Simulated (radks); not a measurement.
Results of a calculation; reference values are marked as such.
Question: Radial electron density D(r) = 4 pi r^2 rho(r) of an atom or ion with 3 electrons. Level of theory: non-relativistic Kohn-Sham, LDA (Slater exchange, Perdew-Wang correlation), spin-polarised, spherical densities, point nucleus (a radial shooting solver on a logarithmic mesh with Libxc functionals).

```
   r/bohr * D(r) (the largest magnitude, 3.89, reaches the edge; | marks zero)
  0.01259 |*
  0.01397 |*
   0.0155 |*
   0.0172 | *
  0.01893 | *
    0.021 | *
   0.0233 |  *
  0.02586 |  *
  0.02869 |   *
  0.03184 |    *
  0.03533 |     *
   0.0392 |      *
  0.04315 |       *
  0.04788 |         *
  0.05312 |          *
  0.05895 |            *
  0.06541 |               *
  0.07258 |                 *
  0.08053 |                    *
  0.08936 |                       *
  0.09836 |                          *
   0.1091 |                              *
   0.1211 |                                  *
   0.1344 |                                     *
   0.1491 |                                         *
   0.1654 |                                             *
   0.1836 |                                                *
   0.2037 |                                                   *
   0.2242 |                                                     *
   0.2488 |                                                      *
   0.2761 |                                                      *
   0.3063 |                                                     *
   0.3399 |                                                   *
   0.3771 |                                                *
   0.4185 |                                           *
   0.4643 |                                      *
   0.5111 |                                 *
   0.5672 |                           *
   0.6293 |                     *
   0.6983 |                *
   0.7748 |            *
   0.8597 |         *
    0.954 |      *
    1.059 |     *
    1.165 |     *
    1.293 |     *
    1.435 |     *
    1.592 |      *
    1.766 |      *
     1.96 |      *
    2.175 |     *
    2.413 |     *
    2.656 |    *
    2.947 |   *
     3.27 |  *
    3.629 | *
    4.026 |*
    4.468 |*
    4.957 *
    5.501 *
    6.055 *
    6.719 *
    7.455 *
```

What is the nuclear charge?

Answer: Z = 4. The innermost maximum, from 1s, lies near 1/Z = 0.25 bohr (found: 0.267), and its height grows with Z. The density is that of the beryllium ion Be+ in [He] 2s1; the configuration itself is not fixed sharply by these data. D(r) has 2 maxima, at r = 0.267, 1.85 bohr, and minima at 1.20 bohr, inside which lie 2.07 electrons.
